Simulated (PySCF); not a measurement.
## Radial density of Cl⁺ (chlorine, charge +1)

M06-L, [Ne] 3s2 3p4, high-spin 3P determinant. All numbers are calculated (PySCF 2.14, scalar relativity by spin-free X2C-1e, in cc-pVDZ-DK).

```
r (bohr)  4πr²ρ (e/bohr)  4πr²(ρα − ρβ)
 0.00127         0.07739         0.0000
 0.00213          0.2067         0.0000
 0.00358          0.5279         0.0001
 0.00603           1.320         0.0002
  0.0101           3.148         0.0006
  0.0171           6.880         0.0013
  0.0287           12.90         0.0037
  0.0482           18.76         0.0132
  0.0811           18.43         0.0518
   0.136           13.44         0.1695
   0.230           16.80         0.3095
   0.386           17.86         0.1421
   0.650           6.161         0.1103
    1.09           4.044         1.1952
    1.84           3.042         1.0435
    3.09          0.3954         0.1298
    5.20        0.006139         0.0023
```

Densities and radii are taken from the X2C orbitals without a picture-change correction, which distorts them close to the nucleus.
